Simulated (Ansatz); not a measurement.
Ansatz (a program for electronic structure) input (B3LYP-D3(BJ)/def2-TZVP):

Ansatz 0.2 input:
```yaml
crystal:
  periodic: [false, false, false]
  atoms:
    - {symbol: Si, position_ang: [-0.25682856, 0.83507451, 0.30798044]}
    - {symbol: Br, position_ang: [-0.35667355, 2.58396083, -1.00343235]}
    - {symbol: Br, position_ang: [-0.81994035, 1.26924406, 2.37741022]}
    - {symbol: O, position_ang: [1.29532991, 0.44466520, 0.21232070]}
    - {symbol: C, position_ang: [2.09799102, -0.34401529, 1.04597777]}
    - {symbol: O, position_ang: [-1.36082434, -0.25034310, -0.10899669]}
    - {symbol: C, position_ang: [-1.79235327, -0.68503294, -1.36836318]}
    - {symbol: H, position_ang: [1.93502394, -0.08163694, 2.09363061]}
    - {symbol: H, position_ang: [1.87048318, -1.40172855, 0.90172300]}
    - {symbol: H, position_ang: [3.13556012, -0.15092943, 0.77756650]}
    - {symbol: H, position_ang: [-1.96824325, 0.16767390, -2.02784840]}
    - {symbol: H, position_ang: [-2.72214784, -1.23316823, -1.22340283]}
    - {symbol: H, position_ang: [-1.04506228, -1.33972095, -1.82052030]}
basis:
  gaussian:
    orbitals: def2-TZVP
hamiltonian:
  xc: b3lyp
  dispersion: d3bj
relax: {f_tol: 0.002, max_steps: 150}
```

End of the output:

```
Total energy: -154246.74467360 eV, -5668.4633145561 hartree
Atom 0 at    -0.311216     1.014203     0.370183 Å, force     0.000351    -0.001044    -0.000264 eV/Å
Atom 1 at    -0.584986     2.768854    -0.952124 Å, force     0.000031     0.000075    -0.000102 eV/Å
Atom 2 at    -0.726956     1.531475     2.482492 Å, force    -0.000019     0.000059     0.000128 eV/Å
Atom 3 at     1.236388     0.572687     0.182037 Å, force    -0.000824    -0.000160     0.000748 eV/Å
Atom 4 at     1.898015    -0.448896     0.927370 Å, force    -0.000272     0.000969    -0.000319 eV/Å
Atom 5 at    -1.370166    -0.154489    -0.001547 Å, force     0.000570     0.000590    -0.000667 eV/Å
Atom 6 at    -1.549653    -0.721264    -1.299025 Å, force    -0.000182     0.000677     0.001069 eV/Å
Atom 7 at     1.971594    -0.167916     1.979473 Å, force     0.000055    -0.000172     0.000080 eV/Å
Atom 8 at     1.366936    -1.399883     0.846437 Å, force    -0.000049    -0.000172    -0.000000 eV/Å
Atom 9 at     2.897985    -0.558381     0.512236 Å, force     0.000478    -0.000177    -0.000118 eV/Å
Atom 10 at    -1.935103     0.027405    -1.993428 Å, force    -0.000083     0.000103    -0.000310 eV/Å
Atom 11 at    -2.271178    -1.530288    -1.203462 Å, force    -0.000435    -0.000570    -0.000035 eV/Å
Atom 12 at    -0.609346    -1.119464    -1.686597 Å, force     0.000378    -0.000179    -0.000209 eV/Å
Dipole moment:     0.157744    -0.519696    -0.180687 e Å
```
